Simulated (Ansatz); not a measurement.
A trace of molecular dynamics of FGeH3O (6 atoms, charge 0, multiplicity 1).

Level of theory: Ansatz 0.2.0, RKS PBE/def2-SVP.

| Property | Result |
| --- | --- |
| ensemble | NVT, Nosé–Hoover chain |
| set temperature | 300 K |
| thermostat | time constant 50 fs, chain length 1 |
| seed | 683783 |

```json
{"time (fs)": "0.0", "T (K)": "300", "potential energy less start (eV)": "0.000", "conserved less start (meV/atom)": "0.00"}
{"time (fs)": "8.0", "T (K)": "54884", "potential energy less start (eV)": "5.456", "conserved less start (meV/atom)": "8019.68"}
{"time (fs)": "16.0", "T (K)": "285", "potential energy less start (eV)": "6.911", "conserved less start (meV/atom)": "24738.21"}
{"time (fs)": "24.0", "T (K)": "3", "potential energy less start (eV)": "6.870", "conserved less start (meV/atom)": "24737.54"}
{"time (fs)": "32.0", "T (K)": "1", "potential energy less start (eV)": "6.850", "conserved less start (meV/atom)": "24737.33"}
{"time (fs)": "40.0", "T (K)": "1", "potential energy less start (eV)": "6.840", "conserved less start (meV/atom)": "24737.24"}
{"time (fs)": "48.0", "T (K)": "0", "potential energy less start (eV)": "6.833", "conserved less start (meV/atom)": "24737.19"}
{"time (fs)": "56.0", "T (K)": "0", "potential energy less start (eV)": "6.829", "conserved less start (meV/atom)": "24737.16"}
{"time (fs)": "64.0", "T (K)": "0", "potential energy less start (eV)": "6.827", "conserved less start (meV/atom)": "24737.15"}
{"time (fs)": "72.0", "T (K)": "0", "potential energy less start (eV)": "6.825", "conserved less start (meV/atom)": "24737.14"}
{"time (fs)": "80.0", "T (K)": "0", "potential energy less start (eV)": "6.823", "conserved less start (meV/atom)": "24737.13"}
{"time (fs)": "88.0", "T (K)": "0", "potential energy less start (eV)": "6.822", "conserved less start (meV/atom)": "24737.13"}
{"time (fs)": "96.0", "T (K)": "0", "potential energy less start (eV)": "6.821", "conserved less start (meV/atom)": "24737.13"}
{"time (fs)": "104.0", "T (K)": "0", "potential energy less start (eV)": "6.820", "conserved less start (meV/atom)": "24737.12"}
{"time (fs)": "112.0", "T (K)": "0", "potential energy less start (eV)": "6.819", "conserved less start (meV/atom)": "24737.12"}
{"time (fs)": "120.0", "T (K)": "0", "potential energy less start (eV)": "6.819", "conserved less start (meV/atom)": "24737.12"}
{"time (fs)": "128.0", "T (K)": "0", "potential energy less start (eV)": "6.818", "conserved less start (meV/atom)": "24737.12"}
{"time (fs)": "136.0", "T (K)": "0", "potential energy less start (eV)": "6.818", "conserved less start (meV/atom)": "24737.12"}
{"time (fs)": "144.0", "T (K)": "0", "potential energy less start (eV)": "6.817", "conserved less start (meV/atom)": "24737.12"}
{"time (fs)": "152.0", "T (K)": "0", "potential energy less start (eV)": "6.817", "conserved less start (meV/atom)": "24737.12"}
{"time (fs)": "160.0", "T (K)": "0", "potential energy less start (eV)": "6.817", "conserved less start (meV/atom)": "24737.11"}
```

Task: Is this trajectory sound?

Result: The conserved energy changed by up to 25000 meV per atom, so the integration failed: the time step of 4 fs is too long for the fastest motions that this run met, and the later frames carry no physical meaning.

Run time: 78 s on 1 thread of Arm Neoverse V2 (shared host), peak memory 0.13 GiB.
